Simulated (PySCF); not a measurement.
MoO₂Cl₂, SMILES [O]=[Mo](=[O])([Cl])[Cl], multiplicity 1. Heavy atoms are numbered as in [Mo:1](=[O:2])(=[O:3])([Cl:4])[Cl:5].

Geometry: PBE-D3(BJ)/def2-SVP. The multiplicity is an assumed one; no other spin state was optimised. The isomer is the one that the SMILES or the coordinates give; other isomers of the formula were not compared. The def2 effective core potentials stand for the cores of Mo; spin–orbit coupling is left out.

Method: PBE/def2-TZVP in PySCF.

Atomic charges (e), one atom of each kind:

```tsv
atom	Löwdin	Mulliken
Mo1	0.16	1.42
O2	-0.20	-0.43
Cl4	0.12	-0.28
```
